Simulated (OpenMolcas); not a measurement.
Cr2+: ligand-field states by method

Cr2+ with its 6 nearest chloride ions at 2.651 Å, on the Na site of NaCl (a = 5.64056 Å, distance in the model lattice 2.820 Å). The rest of the host is ab initio model potentials to 7.6 Å, with orthogonalisation functions on the cations behind the ligands, and point charges beyond; the distance is set by hand and nothing relaxes, and no local charge compensation is placed. Ligand basis ANO-RCC-VDZP.

| Quantity | Value |
| --- | --- |
| Program | OpenMolcas 26.06 |
| Basis | ANO-RCC-VTZP [6s5p3d2f1g] |
| Scalar Hamiltonian | DKH2, point nucleus |
| Active space | 4 electrons in 5 orbitals (3d) |
| State averaging | 2S+1 = 5 even, 5 roots; 2S+1 = 3 even, 45 roots; 2S+1 = 1 even, 50 roots |
| Spin-orbit coupling | RASSI with atomic mean-field integrals over the reference wave functions |

I. CASSCF
II. SS-CASPT2, IPEA 0.25 Eh, imaginary shift 0.1 Eh (closed shells correlated: 3s 3p and the ligand valence shells)

Spin-free states (labels of O, the rotations of Oh) in cm-1, each column counted from its own energy of the first state listed:

| State | Degeneracy | I | II |
| --- | --- | --- | --- |
| 5E | 2 | 0 | 0 |
| 5T2 | 3 | 4684 | 5670 |
| 3T1 | 3 | 16526 | 13030 |
| 3E | 2 | 19531 | 15770 |
| 3T1 | 3 | 20624 | 15690 |
| 3T2 | 3 | 20996 | 16540 |
| 3A2 | 1 | 22579 | 17360 |
| 3A1 | 1 | 23851 | 18370 |
| 3T1 | 3 | 24447 | 21590 |
| 3T2 | 3 | 25412 | 21980 |
| 3E | 2 | 26035 | 20860 |
| 1T2 | 3 | 26091 | 20030 |
| 1E | 2 | 26474 | 20610 |
| 3T1 | 3 | 26944 | 22970 |
| 1A2 | 1 | 29099 | 23290 |
| 1A1 | 1 | 29347 | 21960 |
| 1T2 | 3 | 29490 | 22940 |
| 3T1 | 3 | 29612 | 28000 |
| 3T2 | 3 | 29934 | 26050 |
| 1T1 | 3 | 30445 | 23780 |

From I to II, I's first state of the same spin (5T2) moves from 4684 to 5670 cm-1, by about +980 cm-1.

From I to II, I's first state of another spin (3T1) moves from 16526 to 13030 cm-1, by about -3500 cm-1.

I: A least-squares ligand-field fit to the states below 45000 cm-1, each weighted by its degeneracy and with a free common offset, gives 10Dq = 4849 cm-1, B = 990 cm-1 and C = 3728 cm-1 (C/B = 3.77), with an rms deviation of 76 cm-1. The same method and metal basis give the free ion B = 1039 cm-1 (fit to its terms below 60000 cm-1, rms deviation 51 cm-1), so the nephelauxetic ratio is β = 990 / 1039 = 0.95; it hangs on how both fits weigh the states, and computed free-ion B values tend to be too large, so β mixes covalency with correlation.

χT at 300 K: I 2.92, II 2.94 cm3 K/mol.

Roots that are degenerate in the reference are averaged as groups; the widest CASPT2 spread within a group is 170 cm-1 (the 2-fold group of multiplicity 1 near 29000 cm-1 above the lowest state of its run, II). Shifts and gaps below about the spread of the groups concerned are not significant. Over all roots computed the reference weight is 0.67 to 0.69 in II; a low but even weight reflects the number of correlated electrons. An orbital doublet at a regular site is open to a Jahn-Teller distortion, which this geometry leaves out. Ligand-to-metal charge-transfer states are missing. With no ligand orbital active B as a rule stays too high, so bands that hang on it stand too high and its fall with covalency is understated. Without dynamic correlation the repulsion within the d shell is too large (B by tens of per cent), so at a given field states of lower spin stand too high (holds for I). With metal d orbitals alone and no dynamic correlation the field as a rule comes out too small, by tens of per cent, by up to half for chloride and softer ligands (holds for I). These CASPT2 states fit no ligand-field parameters well, so their order and spin gaps are uncertain (holds for II). With one d shell and no ligand orbital active, 10Dq can be off by tens of per cent for divalent 3d ions, low with halides held by bare charges and at times high in hosts (holds for II). Free-ion shares, where given, are those of the reference states; single-state CASPT2 does not remix them (holds for II). No measured value stands beside these numbers; the geometry was set by hand and not optimised.
